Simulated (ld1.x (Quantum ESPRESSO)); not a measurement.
PBE PAW dataset for cadmium, scalar-relativistic all-electron reference.

ld1.x (Quantum ESPRESSO) 7.5 was run on this input:

```
&input
   title='Cd', zed=48., rel=1, dft='PBE', iswitch=3,
   config='[Kr] 4d10 5s0 5p0',
   nld=3, rlderiv=2.75, eminld=-4.0, emaxld=5.0, deld=0.02
 /
 &inputp
   pseudotype=3, lpaw=.true., tm=.true., lloc=-1, rcloc=2.45,
   nlcc=.true., new_core_ps=.true., rcore=1.50,
   which_augfun='GAUSS', rmatch_augfun=1.35,
   file_pseudopw='Cd.UPF', file_wfcaegen='ae.wfc', file_wfcncgen='nc.wfc', file_beta='beta', file_chi='chi', file_wfcusgen='us.wfc'
 /
6
5S  1  0   0.00   0.00  1.55  1.75  0.0
5S  1  0   0.00   3.70  1.55  1.75  0.0
5P  2  1   0.00   0.00  2.25  2.55  0.0
5P  2  1   0.00  -0.75  2.25  2.55  0.0
4D  3  2  10.00   0.00  1.40  1.80  0.0
4D  3  2   0.00   1.40  1.40  1.80  0.0
 &test
   configts(1)='4d10 5s0 5p0'
 /
```

Command:

```bash
ld1.x < Cd.in > Cd.out
```

The program printed (shortened: banner, matrices, multipoles, cross overlaps and the repeated all-electron block are left out):

```
Program LD1 v.7.5
     --------------------------- All-electron run ----------------------------

     Cd
     scalar relativistic calculation

     atomic number is 48.00
     dft =PBE   lsd =0 sic =0 latt =0  beta=0.20 tr2=1.0E-14
     Exchange-correlation= PBE
                           (   1   4   3   4   0   0   0)
     mesh =1239 r(mesh) =  99.86297 a.u. xmin = -7.00 dx = 0.01250
     1 Ry =  13.60569312 eV, c = 137.03599908

     n l     nl                  e(Ry)          e(Ha)          e(eV)
     1 0     1S 1( 2.00)     -1951.0035      -975.5017    -26544.7546
     2 0     2S 1( 2.00)      -290.8194      -145.4097     -3956.7999
     2 1     2P 1( 6.00)      -261.0868      -130.5434     -3552.2669
     3 0     3S 1( 2.00)       -55.3274       -27.6637      -752.7679
     3 1     3P 1( 6.00)       -45.5742       -22.7871      -620.0682
     4 0     4S 1( 2.00)        -9.1745        -4.5872      -124.8250
     4 1     4P 1( 6.00)        -6.3135        -3.1567       -85.8994
     3 2     3D 1(10.00)       -30.3122       -15.1561      -412.4182
     4 2     4D 1(10.00)        -2.2376        -1.1188       -30.4435
     5 0     5S 1( 0.00)        -1.5666        -0.7833       -21.3144
     5 1     5P 1( 0.00)        -1.0727        -0.5363       -14.5944

     final scf error:  7.0E-15 reached in  36 iterations

     Etot =  -11187.373385 Ry,   -5593.686692 Ha, -152211.969123 eV

     Ekin =   11641.504329 Ry,    5820.752164 Ha,  158390.735386 eV
     Encl =  -26986.257760 Ry,  -13493.128880 Ha, -367166.741622 eV
     Eh   =    4465.110537 Ry,    2232.555269 Ha,   60750.923728 eV
     Exc  =    -307.730490 Ry,    -153.865245 Ha,   -4186.886615 eV

     normalization and overlap integrals

     s(1S/1S) =  1.000000  <r> =   0.0304  <r2> =    0.0012  r(max) =   0.0196
     s(2S/2S) =  1.000000  <r> =   0.1317  <r2> =    0.0204  r(max) =   0.1112
     s(2P/2P) =  1.000000  <r> =   0.1149  <r2> =    0.0161  r(max) =   0.0888
     s(3S/3S) =  1.000000  <r> =   0.3583  <r2> =    0.1468  r(max) =   0.3259
     s(3P/3P) =  1.000000  <r> =   0.3571  <r2> =    0.1480  r(max) =   0.3178
     s(4S/4S) =  1.000000  <r> =   0.8795  <r2> =    0.8763  r(max) =   0.7916
     s(4P/4P) =  1.000000  <r> =   0.9600  <r2> =    1.0555  r(max) =   0.8427
     s(3D/3D) =  1.000000  <r> =   0.3347  <r2> =    0.1333  r(max) =   0.2668
     s(4D/4D) =  1.000000  <r> =   1.2520  <r2> =    1.8801  r(max) =   0.9790
     s(5S/5S) =  1.000000  <r> =   2.4708  <r2> =    6.8795  r(max) =   2.1518
     s(5P/5P) =  1.000000  <r> =   3.0058  <r2> =   10.2029  r(max) =   2.5956

     ------------------------ End of All-electron run ------------------------

     --------------------- Generating PAW atomic setup --------------------

      Generating local potential from pseudized AE potential:
      Matching radius rcloc =   2.4500

      Local pseudo, rcloc= 2.469 Estimated cut-off energy=     3.76 Ry

      Computing core charge for nlcc:

       r > 1.52 : true rho core
      Core charge pseudized with two Bessel functions
      Integrated core pseudo-charge :   8.81
      Wfc-us  5S rcutus= 1.740  Estimated cut-off energy=    39.20 Ry
      Wfc-us  5S rcutus= 1.740  Estimated cut-off energy=    20.05 Ry
      Wfc-us  5P rcutus= 2.531  Estimated cut-off energy=    11.59 Ry
      Wfc-us  5P rcutus= 2.531  Estimated cut-off energy=    12.07 Ry
      Wfc-us  4D rcutus= 1.784  Estimated cut-off energy=    37.15 Ry
      Wfc-us  4D rcutus= 1.784  Estimated cut-off energy=    67.50 Ry

     Required augmentation: GAUSS   radius:    1.350000
     Message from routine us2paw:
     GAUSS augmentation functions are ususally harder than BESSEL; use BESSEL instead unless you have discontinuity in local potential

     Estimated PAW energy = -379.884936 Ryd

     ------------------- End of pseudopotential generation -------------------

     Computing logarithmic derivative in   2.74579

       Warning: n=1, l=0 expected 0 nodes, found 1
       Setting wfc to zero for this iteration
       (This warning will only be printed once per wavefunction)

       Zero norm: self consistency problem; state:  2 (l=  0, j=0.0)
     Computing logarithmic derivative in   2.74579
     Computing the partial wave expansion
     R is outside the sphere for l=    0 j= 0.00
     R is outside the sphere for l=    0 j= 0.00
     R is outside the sphere for l=    1 j= 0.00
     R is outside the sphere for l=    1 j= 0.00
     R is outside the sphere for l=    2 j= 0.00
     R is outside the sphere for l=    2 j= 0.00

     ---------------------- Testing the pseudopotential ----------------------

     Cd
     scalar relativistic calculation

     atomic number is 48.00   valence charge is 12.00
     dft = SLA  PW   PBX  PBC   lsd =0 sic =0 latt =0  beta=0.20 tr2=1.0E-14
     mesh =1239 r(mesh) =  99.86297 xmin = -7.00 dx = 0.01250

     n l     nl             e AE (Ry)        e PS (Ry)    De AE-PS (Ry)
     3 2     4D   1(10.00)       -2.23756       -2.23756        0.00000
     1 0     5S   1( 0.00)       -1.56658       -1.56658        0.00000
     2 1     5P   1( 0.00)       -1.07267       -1.07267        0.00000

     eps = 8.2E-15  iter =  3

     Etot =  -11187.373385 Ry,   -5593.686692 Ha, -152211.969123 eV
     Etotps =  -379.884940 Ry,    -189.942470 Ha,   -5168.597917 eV

     Ekin =     185.840957 Ry,      92.920479 Ha,    2528.495031 eV
     Encl =    -330.586745 Ry,    -165.293372 Ha,   -4497.861799 eV
     Ehrt =      72.591336 Ry,      36.295668 Ha,     987.655443 eV
     Ecxc =    -307.730489 Ry,    -153.865244 Ha,   -4186.886593 eV
     (Ecc =     -14.282254 Ry,      -7.141127 Ha,    -194.319966 eV)

     ---------------------- End of pseudopotential test ----------------------
```

Note: ghost state, extra bound levels that the all-electron valence spectrum of the same l lacks: s at -68.3 eV. A true bound ghost makes a file unfit for plane-wave use.

Generation and configuration tests took about 2 s on one core of a shared server CPU.

Transferability test of the new file with ld1.x, input:

```
&input
   title='Cd', zed=48., rel=1, dft='PBE', iswitch=2,
   config='[Kr] 4d10 5s0 5p0'
 /
 &test
   file_pseudo='Cd.UPF', nconf=8,
   configts(1)='4d10 5s0 5p0',
   configts(2)='4d10 5s2 5p0',
   configts(3)='4d10 5s1 5p0',
   configts(4)='4d9 5s0 5p0',
   configts(5)='4d10 5s1 5p1',
   configts(6)='4d9 5s2 5p0',
   configts(7)='4d10 5s0 5p2',
   configts(8)='4d10 5s1.5 5p0'
 /
```

```bash
ld1.x < Cd.test.in > Cd.test.out
```

Pseudopotential blocks of its output, shortened (energy terms left out; the distinct warnings before each block abridged to one line each):

```
     Warning: n=1, l=0 expected 0 nodes, found 1
     ---------------------- Testing the pseudopotential ----------------------

     n l     nl             e AE (Ry)        e PS (Ry)    De AE-PS (Ry)
     3 2     4D   1(10.00)       -2.23756       -2.23756        0.00000
     1 0     5S   1( 0.00)       -1.56658       -1.56658        0.00000
     2 1     5P   1( 0.00)       -1.07267       -1.07267        0.00000

     eps = 8.2E-15  iter =  3

     Etot =  -11187.373385 Ry,   -5593.686692 Ha, -152211.969123 eV
     Etotps =  -379.884940 Ry,    -189.942470 Ha,   -5168.597917 eV

     ---------------------- End of pseudopotential test ----------------------

          BEWARE! Errors in PS-KS equations
     Warning: n=3, l=2 expected 0 nodes, found 1
     ---------------------- Testing the pseudopotential ----------------------

     n l     nl             e AE (Ry)        e PS (Ry)    De AE-PS (Ry)
     3 2     4D   1(10.00)       -0.86235       -2.23756        1.37520  !
     1 0     5S   1( 2.00)       -0.41595       -0.41595        0.00000
     2 1     5P   1( 0.00)       -0.08698       -0.08798        0.00100

     eps = 7.3E-15  iter = 30

     Etot =  -11189.313619 Ry,   -5594.656809 Ha, -152238.367353 eV
     Etotps =  -380.716832 Ry,    -190.358416 Ha,   -5179.916380 eV
     dEtot_ae =      -1.940234 Ry
     dEtot_ps =      -0.831892 Ry,   Delta E=      -1.108342 Ry

     ---------------------- End of pseudopotential test ----------------------

          BEWARE! Errors in PS-KS equations
     ---------------------- Testing the pseudopotential ----------------------

     n l     nl             e AE (Ry)        e PS (Ry)    De AE-PS (Ry)
     3 2     4D   1(10.00)       -1.50745       -2.23756        0.73010  !
     1 0     5S   1( 1.00)       -0.95974       -0.95974        0.00000
     2 1     5P   1( 0.00)       -0.54202       -0.70463        0.16261  !

     eps = 2.4E-15  iter = 26

     Etot =  -11188.632128 Ry,   -5594.316064 Ha, -152229.095197 eV
     Etotps =  -380.844674 Ry,    -190.422337 Ha,   -5181.655764 eV
     dEtot_ae =      -1.258743 Ry
     dEtot_ps =      -0.959734 Ry,   Delta E=      -0.299009 Ry

     ---------------------- End of pseudopotential test ----------------------

          BEWARE! Errors in PS-KS equations
     Warning: n=2, l=1 expected 0 nodes, found 3
     ---------------------- Testing the pseudopotential ----------------------

     n l     nl             e AE (Ry)        e PS (Ry)    De AE-PS (Ry)
     3 2     4D   1( 9.00)       -3.36791       -3.36791        0.00000
     1 0     5S   1( 0.00)       -2.37125       -2.37125        0.00000
     2 1     5P   1( 0.00)       -1.77919       -1.77919        0.00000

     eps = 1.0E-28  iter =  3

     Etot =  -11184.579779 Ry,   -5592.289889 Ha, -152173.960183 eV
     Etotps =  -317.077627 Ry,    -158.538813 Ha,   -4314.060883 eV
     dEtot_ae =       2.793606 Ry
     dEtot_ps =      62.807314 Ry,   Delta E=     -60.013708 Ry

     ---------------------- End of pseudopotential test ----------------------
```

The test run then stopped with an error in new_paw_hamiltonian: “negative rho”.
